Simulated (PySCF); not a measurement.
Structure with atom numbers: `[CH:1]#[C:2][c:3]1[cH:4][c:5]([F:6])[cH:7][c:8]([Br:9])[cH:10]1`. Hydrogens are named by the atom that carries them.

Level of theory: PBE0-D3(BJ)/def2-SVP structure, NMR shieldings at PBE0/pcSseg-1/GIAO, in PySCF 2.14 (single conformer, no solvent model, relativity neglected).

Scale: TMS for $^{13}$C (184.41 ppm) (reference shieldings calculated alike).

Problem. Do the $^{13}$C shifts follow the atomic charges (in e)? Tabulate both.

Solution. 
| atoms | hybridisation | δ (ppm) | σ para (ppm) | Hirshfeld | IAO | Mulliken | ESP-fitted |
| --- | --- | --- | --- | --- | --- | --- | --- |
| C5 | sp2 | 169.5 | -237 | +0.10 | +0.31 | +0.34 | +0.28 |
| C8 | sp2 | 143.5 | -214 | +0.00 | -0.05 | -0.25 | -0.26 |
| C10 | sp2 | 138.2 | -200 | -0.06 | -0.16 | +0.16 | -0.05 |
| C3 | sp2 | 129.7 | -205 | +0.02 | +0.00 | -0.37 | +0.21 |
| C7 | sp2 | 125.7 | -191 | -0.07 | -0.20 | +0.01 | -0.04 |
| C4 | sp2 | 124.3 | -190 | -0.06 | -0.18 | -0.05 | -0.33 |
| C1 | sp | 89.6 | -164 | -0.10 | -0.21 | -0.37 | -0.34 |
| C2 | sp | 85.1 | -145 | -0.04 | -0.03 | +0.46 | -0.10 |

Correlation coefficients of δ with charge over these carbons: Hirshfeld +0.74, IAO +0.59, Mulliken +0.09, ESP-fitted +0.55; with the paramagnetic shielding -0.98. Among the 6 sp2 carbons alone: Hirshfeld +0.86, IAO +0.90, Mulliken +0.59, ESP-fitted +0.52. With so few points, grouped by hybridisation, these coefficients are fragile. Charge is one influence among several: hybridisation and low-lying excitations act through the paramagnetic term.

Spin–orbit coupling is missing: it shields a carbon bonded to bromine, so the measured shift of such a carbon is lower than the computed one. Shifts are as computed. Against solution values, carbons near 30 ppm lie about +2 ppm off and those near 130 ppm about +5 ppm; carbons on Br a further +13 ppm. Of 1211 compounds with measured shifts, 218 miss one by over three times the rms of a fit or turn the order of signals round; such compounds aren't used in these exercises.
